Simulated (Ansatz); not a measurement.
Born–Oppenheimer molecular dynamics of GaH₅O (7 atoms, charge 0, multiplicity 1). It starts at the highest image of a converged band, a first-order saddle point between two minima.

Computed with RKS PBE0/def2-SVP (Ansatz).

```
ensemble                      : NVE (velocity Verlet)
time step                     : 0.5 fs
steps asked                   : 200
starting velocities drawn for : 300 K
seed                          : 9784
```

First frame:

```xyz
7
Properties=species:S:1:pos:R:3
Ga 0.003 0.189 -0.027
O 0.024 -0.044 1.919
H -0.826 -0.291 2.306
H 1.411 -0.078 -0.632
H -1.423 0.003 -0.635
H 0.044 1.863 0.750
H 0.006 1.221 1.495
```

How far do the bonds stretch over the last three quarters of this one trajectory? (Pairs bonded in most of those frames.)


| bond | mean (Å) | spread (Å) | shortest | longest |
| --- | --- | --- | --- | --- |
| Ga1–O2 | 1.793 | 0.051 | 1.72 | 1.86 |
| Ga1–H4 | 1.563 | 0.012 | 1.54 | 1.59 |
| Ga1–H5 | 1.570 | 0.015 | 1.54 | 1.60 |
| O2–H3 | 0.964 | 0.004 | 0.96 | 0.97 |
| H6–H7 | 0.762 | 0.013 | 0.74 | 0.78 |

Mean temperature of the second half: 1197 K. The conserved energy stayed within 0.059 meV per atom of its start (net change -0.004 meV per atom), so the integration is sound. The kinetic energy rose, since the run started high on the potential surface and went downhill. It ends in pieces (GaH3O + H2), so much of that is their flight and rotation, not heat. A run of 0.1 ps of so small a system gives no equilibrium averages. The orbitals stay closed-shell, which can raise the energy where a bond breaks towards radicals; this wasn't checked here.

Time of the run: 6.1 min on 1 thread of Arm Neoverse V1 (shared host), peak memory 0.13 GiB.
